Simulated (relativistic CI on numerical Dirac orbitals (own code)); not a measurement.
One change at a time: Dy LXI

Base calculation: Dirac-Coulomb-Breit CI, KLI orbitals optimised for each configuration, model QED (radiative potential, 1s self-energy scaled to tabulated hydrogen-like ionisation energies), unscaled Slater integrals.

CI space (outside the closed core 1s2): 2s2.2p2, 2s.2p3, 2p4, 2p3.3s, 2p3.3p, 2p3.3d, 2s2.2p.3s, 2s2.2p.3p, 2s2.2p.3d, 2s.2p2.3s, 2s.2p2.3p, 2s.2p2.3d, 2s2.2p.4s, 2s2.2p.4p, 2s2.2p.4d, 2s2.2p.4f. Levels of other configurations are missing.

Variants: (1) only the first 3 configurations. Shifts of the energy above 2s2.2p2 3P_0, in eV, for the lowest level and the first level of each name with at least 55 % of one term (blank where a level changes its place among those of its configuration and J or its character, or is not in the variant):

| Level | Base | Δ(1) |
| --- | --- | --- |
| 2s2.2p2 3P_0 | 0.00 | 0.00 |
| 2s2.2p2 3P_1 | 833.01 | +0.01 |
| 2s2.2p2 1D_2 | 850.89 | +0.03 |
| 2s2.2p2 3P_2 | 1702.32 | 0.00 |
| 2s2.2p2 1S_0 | 1755.96 | -0.39 |
| 2s.2p3 3D°_3 | 1935.16 | -0.10 |
| 2s.2p3 3P°_0 | 1986.90 | -0.31 |
| 2s.2p3 1D°_2 | 2017.01 | +0.33 |
| 2s.2p3 3P°_1 | 2020.42 | -0.09 |
| 2p4 3P_2 | 2284.55 | +0.14 |
| 2p4 1S_0 | 2341.79 | +0.20 |
| 2p4 3P_1 | 3130.41 | -0.01 |
| 2p4 1D_2 | 3148.84 | +0.21 |
| 2p4 3P_0 | 4024.44 | +0.09 |
| 2s2.2p.3s 3P°_0 | 7967.29 |  |
| 2s2.2p.3s 3P°_1 | 7970.72 |  |
| 2s2.2p.3p 3D_1 | 8042.13 |  |
| 2s2.2p.3p 3P_0 | 8082.84 |  |
| 2s.2p2.3s 3P_0 | 8229.20 |  |
| 2s2.2p.3d 3F°_2 | 8366.02 |  |
| 2s2.2p.3s 3P°_2 | 8836.76 |  |
| 2s2.2p.3s 1P°_1 | 8844.72 |  |

At this charge energies of transitions that change n are usually good to better than 1 %, and those within a shell (Δn = 0) to a few per cent.

Ionisation energy from the two ground configurations alone: base 14142.5 eV. The NIST ASD value (theoretical) is 14144 eV.

LS names give the leading component of a level, which can be under half, so a name can repeat, a term be missing and a line seem to break the LS rules.
